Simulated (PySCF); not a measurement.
MoF6, SMILES [Mo]([F])([F])([F])([F])([F])[F], multiplicity 1.

The structure is a stationary point at B3LYP-D3(BJ)/def2-SVP. The multiplicity is an assumed one; other spin states were not compared. The isomer is the one that the SMILES or the coordinates give; other isomers of the formula were not compared. The def2 effective core potentials stand for the cores of Mo; spin–orbit coupling is left out.

The numbers are results of PySCF 2.14.0 with B3LYP-D3(BJ)/def2-SVP, not measurements.

Frequencies are harmonic and unscaled.

Modes within 1.5 cm⁻¹ of each other (mostly degenerate sets) share a row, with their intensities summed.

Problem. List the normal modes with their intensities. (Estimate from the structure and the level; the computed values follow.)

Solution. 
| mode | ν (cm⁻¹) | IR (km/mol) | Raman (Å⁴/amu) | depolarisation | moving atoms (share of kinetic energy) |
|---|---|---|---|---|---|
| 1–3 | 129 | 0.0 | 0.0 | – | F 100 % |
| 4–6 | 260 | 97.0 | 0.0 | – | F 74 %, Mo 26 % |
| 7–9 | 310 | 0.0 | 9.1 | 0.75 | F 100 % |
| 10–11 | 663 | 0.0 | 12.3 | 0.75 | F 100 % |
| 12 | 744 | 0.0 | 27.3 | 0.00 | F 100 % |
| 13–15 | 760 | 891.9 | 0.0 | – | F 71 %, Mo 29 % |
